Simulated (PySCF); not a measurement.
Spectrum to structure. Method used: TDDFT CAM-B3LYP/def2-SVPD, vertical, gas phase, core orbitals frozen in the response in PySCF. Geometries: GFN2-xTB, one conformer each.

```csv
state,E (eV),f,"main configurations (H = HOMO, L = LUMO)"
S1,5.60,0.013,"H→L (80%), H→L+3 (10%)"
S2,5.74,0.0020,H-1→L (93%)
S3,6.05,0.0015,"H→L+1 (42%), H→L+6 (26%)"
S4,6.28,0.0093,"H→L+2 (48%), H→L+1 (21%), H→L+3 (12%)"
S5,6.37,0.0007,H-2→L (91%)
S6,6.65,0.0040,"H→L+3 (32%), H→L+4 (17%), H→L+6 (12%)"
S7,6.69,0.085,H-1→L+1 (66%)
S8,6.89,0.093,"H-1→L+2 (34%), H→L+2 (17%)"
```

Question: Which candidate is it?
A. `S[Si@@H]1[SiH2][SiH2][SiH2]C1`
B. `CSC(=C)[SiH2][SiH2]N`
C. `S[SiH]1OCCO1`
D. `C=C[SiH2]C([SiH3])[SiH3]`

Answer: A. Its S1 lies at 5.60 eV; the nearest of the others has S1 at 5.34 eV. S1 is HOMO→LUMO (80%), HOMO→LUMO+3 (10%). Löwdin shares by element: HOMO sulfur 72%, hydrogen 11% or more, silicon 10% or more; LUMO silicon 64% (atoms not listed hold the other 36%). At the same level the other candidates give, for their lowest levels:
- `C=C([SiH2][SiH2]N)SC`: 5.34 eV (f 0.093); 5.57 eV (f 0.002); 5.69 eV (f 0.071); 5.85 eV (f 0.004); 5.91 eV (f 0.008); T1 3.67 eV; HOMO -7.47, LUMO 0.48 eV
- `S[SiH]1OCCO1`: 6.18 eV (f 0.007); 7.00 eV (f 0.046); 7.27 eV (f 0.032); 7.33 eV (f 0.017); 7.51 eV (f 0.001); T1 5.69 eV; HOMO -9.05, LUMO 0.88 eV
- `C=C[SiH2]C([SiH3])[SiH3]`: 6.64 eV (f 0.018); 7.15 eV (f 0.508); 7.50 eV (f 0.027); 7.74 eV (f 0.058); 7.80 eV (f 0.028); T1 4.35 eV; HOMO -9.24, LUMO 0.58 eV
Triplets come from the Tamm–Dancoff approximation.

Without π bonds the low states are Rydberg-like; a valence basis with one diffuse set may place them up to an eV too high.
